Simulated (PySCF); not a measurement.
A mixed set of molecules. Level of theory: PySCF 2.14.0, density-fitted response routines, TDDFT wB97X-D/def2-SVPD, vertical, gas phase, core orbitals frozen in the response. Geometries: GFN2-xTB; one conformer of each isolated species. Triplets are in the Tamm–Dancoff approximation.

Question: Rank by computed LUMO energy, lowest first.
A. `C=CPCP`
B. `C[Si@H](N)O[SiH3]`
C. `C=CC(=C)CCl`
D. `CO[SiH2]N[SiH3]`
E. `CCNC=O`
F. `C=PP(C)C`

Answer: F (0.00 eV), C (0.55 eV), A (1.30 eV), D (1.70 eV), B (1.89 eV), E (2.12 eV).

```csv
SMILES,LUMO (eV),first f ≥ 0.01 (nm),T1 (eV),f (S1),α (au),S1 mainly
C=PP(C)C,0.00,219,2.99,0.003,91.8,H→L (96%)
C=CC(=C)CCl,0.55,214,3.34,0.491,77.2,H→L (95%)
C=CPCP,1.30,227,4.14,0.124,88.8,H→L (94%)
CO[SiH2]N[SiH3],1.70,159,5.99,0.004,75.3,H→L (94%)
C[Si@H](N)O[SiH3],1.89,181,6.61,0.032,74.1,H→L (64%)
CCNC=O,2.12,174,5.42,0.001,49.9,H→L+1 (42%)
```

H and L stand for HOMO and LUMO.

- `C=PP(C)C`: Löwdin shares by element: HOMO phosphorus 78%, carbon 13% or more; LUMO phosphorus 42% or more, carbon 38% or more (atoms not listed hold the other 20%).
- `C=CC(=C)CCl`: Löwdin shares by element: HOMO carbon 85% or more; LUMO carbon 76% or more (atoms not listed hold the other 24%).
- `C=CPCP`: Löwdin shares by element: HOMO phosphorus 66%, carbon 16% or more (atoms not listed hold the other 18%); LUMO carbon 61%, phosphorus 12% or more (atoms not listed hold the other 27%).
- `CO[SiH2]N[SiH3]`: Löwdin shares by element: HOMO nitrogen 54%, silicon 21%, hydrogen 7% or more (atoms not listed hold the other 18%); LUMO silicon 42%, nitrogen 9%, hydrogen 8% or more (atoms not listed hold the other 41%).
- `C[Si@H](N)O[SiH3]`: Löwdin shares by element: HOMO nitrogen 53%, silicon 14% or more, hydrogen 10% or more, carbon 7% (atoms not listed hold the other 16%); LUMO silicon 47%, hydrogen 13% or more (atoms not listed hold the other 40%).
- `CCNC=O`: Löwdin shares by element: HOMO (one of a set within 0.03 eV) oxygen 49%, nitrogen 24%, carbon 16% or more; LUMO carbon 45%, hydrogen 18% or more (atoms not listed hold the other 37%).
